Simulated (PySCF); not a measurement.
Electric field gradients and quadrupole coupling constants

C7H14O.
Z-matrix (Å and degrees, GFN2-xTB geometry), rows numbered from 1:
```
C 
C   1  1.5204
O   2  1.4106  1  108.39
C   3  1.3686  2  115.66  1  -172.91
C   4  1.3291  3  122.61  2  -178.53
C   5  1.4980  4  121.27  3  -179.36
C   5  1.5043  4  121.52  3     1.73
C   7  1.5297  5  111.58  4    97.56
H   1  1.0865  2  109.92  3   -59.78
H   1  1.0865  2  110.00  3   179.90
H   1  1.0868  2  109.88  3    59.60
H   2  1.1010  1  110.17  3   120.27
H   2  1.1002  1  110.12  3  -120.57
H   4  1.0851  3  115.79  2     2.29
H   6  1.0895  5  110.52  4  -119.70
H   6  1.0869  5  111.20  4     0.95
H   6  1.0899  5  110.19  4   121.49
H   7  1.0905  5  108.75  4   -22.69
H   7  1.0927  5  109.55  4  -141.34
H   8  1.0878  7  110.89  5    61.82
H   8  1.0877  7  110.40  5  -178.08
H   8  1.0873  7  109.97  5   -58.27
```

Field gradients from the PBE0/pcSseg-1 density (PySCF, non-relativistic), principal values in atomic units, ordered |Vxx| ≤ |Vyy| ≤ |Vzz|:

```csv
atom,Vxx,Vyy,Vzz
O3,-0.1884,-1.6997,1.8881
```

Problem. Find the asymmetry η = (Vxx − Vyy)/Vzz and the couplings χ = eQV/h (234.96 MHz × Q in barn × V in au), with Q(17O) = −0.0256 b.

Solution. 
```
atom   environment  nucleus     η  χzz (MHz)  χxx (MHz)  χyy (MHz)
  O3  ether oxygen      17O  0.80     -11.36       1.13      10.22
```

The tensor is traceless: Vxx + Vyy + Vzz = 0.

Problem. What is Vzz at O3 in SI units (1 au = 9.71736 × 10²¹ V/m²)?

Solution. 1.8881 au = 18.347 × 10²¹ V/m².

Problem. And the gradient at the other heavy atoms, for which no coupling is worked out here?

Solution. 
| atom | environment | Vzz (au) | η |
| --- | --- | --- | --- |
| C1 | methyl carbon | 0.072 | 0.38 |
| C2 | sp3 carbon bound to oxygen | 0.398 | 0.08 |
| C4 | vinylic carbon bearing oxygen | -0.329 | 0.66 |
| C5 | fully substituted alkene carbon | 0.169 | 0.75 |
| C6 | allylic carbon | 0.050 | 0.24 |
| C7 | allylic carbon | -0.083 | 0.50 |
| C8 | methyl carbon | 0.062 | 0.32 |

Problem. What couplings would deuterons (Q(2H) = 0.00286 b) have in place of the hydrogens, at this geometry?

Solution. 
| atom | bonded to | bond length (Å) | Vzz (au) | η | χzz (kHz) |
| --- | --- | --- | --- | --- | --- |
| H9 | C1 | 1.086 | 0.3156 | 0.02 | 212 |
| H10 | C1 | 1.086 | 0.3170 | 0.03 | 213 |
| H11 | C1 | 1.087 | 0.3151 | 0.02 | 212 |
| H12 | C2 | 1.101 | 0.2798 | 0.07 | 188 |
| H13 | C2 | 1.100 | 0.2805 | 0.08 | 189 |
| H14 | C4 | 1.085 | 0.3140 | 0.14 | 211 |
| H15 | C6 | 1.089 | 0.3120 | 0.02 | 210 |
| H16 | C6 | 1.087 | 0.3171 | 0.03 | 213 |
| H17 | C6 | 1.090 | 0.3109 | 0.02 | 209 |
| H18 | C7 | 1.090 | 0.3025 | 0.02 | 203 |
| H19 | C7 | 1.093 | 0.3039 | 0.02 | 204 |
| H20 | C8 | 1.088 | 0.3159 | 0.02 | 212 |
| H21 | C8 | 1.088 | 0.3167 | 0.02 | 213 |
| H22 | C8 | 1.087 | 0.3151 | 0.02 | 212 |

The structure is a single GFN2-xTB conformer in the gas phase; no vibrational or solvent corrections. GFN2-xTB bond lengths can be off by several hundredths of an ångström, more for odd bonds, and the gradients follow them. With a basis this small, the couplings can be 20 % off.
